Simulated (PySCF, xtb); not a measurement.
Ta(NH)(F)(Cl)2 (Cl2FHNTa), SMILES [NH]=[Ta]([F])([Cl])[Cl], multiplicity 1.

GFN2-xTB (xtb) at its own geometry gives an orbital gap of 3.05 eV and a dipole moment of 1.56 D.

Geometry optimised at B3LYP-D3(BJ)/def2-SVP. The multiplicity is an assumed one; no other spin state was optimised. The structure was generated by enumeration; whether it is a known compound was not checked. The def2 effective core potentials stand for the cores of Ta; spin–orbit coupling is left out.

Q: What does CAM-B3LYP/def2-TZVP (PySCF) give? (The exact figures need the calculation; the answer reports its results.)

A: gap 8.77 eV (levels -9.93 and -1.16 eV), dipole 1.02 D.
